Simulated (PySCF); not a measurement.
hydrogen fluoride (hydrogen fluoride), singlet, at a GFN2-xTB geometry; HF/cc-pVTZ, polarisability run with PySCF.

Here is a job for PySCF.
```python
from pyscf import gto, scf
from pyscf.prop import polarizability

mol = gto.Mole()
mol.atom = '''
    F    -0.00000000   -0.00000000   -0.09325170
    H     0.00000000    0.00000000    0.83926531
'''
mol.basis = 'cc-pvtz'
mol.verbose = 4
mol.build()

mf = scf.RHF(mol)
mf.kernel()
alpha = mf.Polarizability().polarizability()[2, 2]
print('alpha_zz =', alpha)
```

Output, abridged:

```
site-packages/pyscf/prop/efg/rhf.py:45: UserWarning: Module EFG is under testing
  warnings.warn('Module EFG is under testing')
site-packages/pyscf/prop/efg/dhf.py:30: UserWarning: Module EFG is under testing
  warnings.warn('Module EFG is under testing')
site-packages/pyscf/prop/zfs/uhf.py:40: UserWarning: Module ZFS is under testing
  warnings.warn('Module ZFS is under testing')
site-packages/pyscf/prop/gtensor/uhf.py:43: UserWarning: Module g-tensor is under testing
  warnings.warn('Module g-tensor is under testing')
site-packages/pyscf/prop/gtensor/uks.py:41: UserWarning: Module g-tensor is under testing
  warnings.warn('Module g-tensor is under testing')
site-packages/pyscf/prop/hfc/uks.py:35: UserWarning: Module HFC is under testing
  warnings.warn('Module HFC is under testing')
site-packages/pyscf/prop/magnetizability/rhf.py:39: UserWarning: Module magnetizability is under testing
  warnings.warn('Module magnetizability is under testing')
site-packages/pyscf/prop/magnetizability/uhf.py:37: UserWarning: Module magnetizability is under testing
  warnings.warn('Module magnetizability is under testing')
site-packages/pyscf/prop/magnetizability/rks.py:37: UserWarning: Module magnetizability is under testing
  warnings.warn('Module magnetizability is under testing')
site-packages/pyscf/prop/magnetizability/uks.py:39: UserWarning: Module magnetizability is under testing
  warnings.warn('Module magnetizability is under testing')
site-packages/pyscf/prop/polarizability/uhf.py:34: UserWarning: Module polarizability is under testing
  warnings.warn('Module polarizability is under testing')
site-packages/pyscf/prop/polarizability/rks.py:29: UserWarning: Module polarizability is under testing
  warnings.warn('Module polarizability is under testing')
site-packages/pyscf/prop/polarizability/uks.py:29: UserWarning: Module polarizability is under testing
  warnings.warn('Module polarizability is under testing')
PySCF version 2.14.0

[INPUT] verbose = 4
[INPUT] num. atoms = 2
[INPUT] num. electrons = 10
[INPUT] charge = 0
[INPUT] spin (= nelec alpha-beta = 2S) = 0
[INPUT] symmetry False subgroup None
[INPUT] Mole.unit = angstrom
[INPUT] Symbol           X                Y                Z      unit          X                Y                Z       unit  Magmom
[INPUT]  1 F      0.000000000000   0.000000000000  -0.093251700000 AA    0.000000000000   0.000000000000  -0.176220173650 Bohr   0.0
[INPUT]  2 H      0.000000000000   0.000000000000   0.839265310000 AA    0.000000000000   0.000000000000   1.585981581748 Bohr   0.0

nuclear repulsion = 5.10724721072916
number of shells = 15
number of NR pGTOs = 58
number of NR cGTOs = 44
basis = cc-pvtz
ecp = {}

******** <class 'pyscf.scf.hf.RHF'> ********
method = RHF
initial guess = minao
damping factor = 0
level_shift factor = 0
DIIS = <class 'pyscf.scf.diis.CDIIS'>
diis_start_cycle = 1
diis_space = 8
diis_damp = 0
SCF conv_tol = 1e-09
SCF conv_tol_grad = None
SCF max_cycles = 50
direct_scf = True
direct_scf_tol = 1e-13
Set gradient conv threshold to 3.16228e-05
Initial guess from minao.
init E= -99.8447944635099
  HOMO = -0.660697990689767  LUMO = 0.0867134122737045  gap/eV = 20.33810
cycle= 1 E= -100.028480007479  delta_E= -0.184  |g|= 0.407  |ddm|= 0.791
  HOMO = -0.568400095128494  LUMO = 0.13114035336047  gap/eV = 19.03547
cycle= 2 E= -100.050387333976  delta_E= -0.0219  |g|= 0.235  |ddm|= 0.28
  HOMO = -0.643820263120365  LUMO = 0.13471221324607  gap/eV = 21.18495
cycle= 3 E= -100.056891861071  delta_E= -0.0065  |g|= 0.0225  |ddm|= 0.0752
  HOMO = -0.639872009900892  LUMO = 0.139809796824428  gap/eV = 21.21622
cycle= 4 E= -100.05701235962  delta_E= -0.00012  |g|= 0.00678  |ddm|= 0.0163
  HOMO = -0.641377590324269  LUMO = 0.140363481005313  gap/eV = 21.27226
cycle= 5 E= -100.057030239365  delta_E= -1.79e-05  |g|= 0.00147  |ddm|= 0.00755
  HOMO = -0.641555591089717  LUMO = 0.140436180137806  gap/eV = 21.27908
cycle= 6 E= -100.057031462769  delta_E= -1.22e-06  |g|= 0.00022  |ddm|= 0.0016
  HOMO = -0.641636083873812  LUMO = 0.140439878466895  gap/eV = 21.28137
cycle= 7 E= -100.057031489984  delta_E= -2.72e-08  |g|= 2e-05  |ddm|= 0.000293
  HOMO = -0.641638336440405  LUMO = 0.140441206959677  gap/eV = 21.28147
cycle= 8 E= -100.057031490168  delta_E= -1.84e-10  |g|= 1.86e-06  |ddm|= 3.62e-05
  HOMO = -0.6416383679311  LUMO = 0.140441312102618  gap/eV = 21.28147
Extra cycle  E= -100.057031490169  delta_E= -1.29e-12  |g|= 5.08e-07  |ddm|= 1.7e-06
converged SCF energy = -100.057031490169
Isotropic polarizability 3.41293167222
Polarizability anisotropy 2.5023888541
alpha_zz = 5.081190908289647
```
